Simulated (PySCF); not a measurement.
Run record: geometry optimisation, `B1C=C[Te]CO1`.

Method: PBE0-D3(BJ)/def2-SVP geometry optimisation, gas phase, def2 core potentials past Kr (PySCF 2.14.0). Start geometry: GFN2-xTB. A driver script takes a list of jobs; this job's settings line and coordinates (Å) are shown.

Input:
```
{"job": {"xc": "PBE0", "basis": "def2-SVP", "d3": "d3bj", "grid": 1, "maxiter": 30, "shake": 0.01, "kind": "geom"}, "charge": 0, "multiplicity": 1}
B      0.356890    -1.298780     0.118790
C      1.352420    -0.095930     0.057200
C      1.076980     1.135160     0.491690
Te    -0.817330     1.741010     1.069520
C     -1.642660     0.075710    -0.119700
O     -0.993550    -1.122970     0.119190
H      0.712770    -2.383150     0.243260
H      2.394860    -0.297280    -0.243740
H      1.852730     1.909440     0.606810
H     -2.695390    -0.042440     0.149900
H     -1.559600     0.353410    -1.153810
```

Output:
```
step   0  E = -485.01896702  max force = 0.036265
step   1  E = -485.02238719  max force = 0.007933
step   2  E = -485.02251371  max force = 0.002870
step   3  E = -485.02254711  max force = 0.001813
step   4  E = -485.02256751  max force = 0.000391
step   5  E = -485.02256873  max force = 0.000154
optimisation converged
```

Energies in Eh; «max force» is the largest Cartesian gradient component in Eh/bohr.

**Question.** How much energy does the optimisation release, in kcal/mol?

**Answer.** E(step 0) − E(last step) = 0.003602 Eh, which is 2.3 kcal/mol.

**Question.** Give the first gradient maximum in eV/Å.

**Answer.** With 1 Eh/bohr = 51.422 eV/Å, 1.865 eV/Å.

Summary of the converged run: final energy -485.02257 Eh after 5 steps; dipole 1.58 D.

**Question.** How long does this job take on one thread of an Arm Neoverse N1 (shared host)? And the peak memory of the process?

**Answer.** About 73 s, with 0.52 GiB resident at the peak, the Python interpreter and its libraries included.
Labels such as C1 count atoms from 1, the log's own numbers from 0.
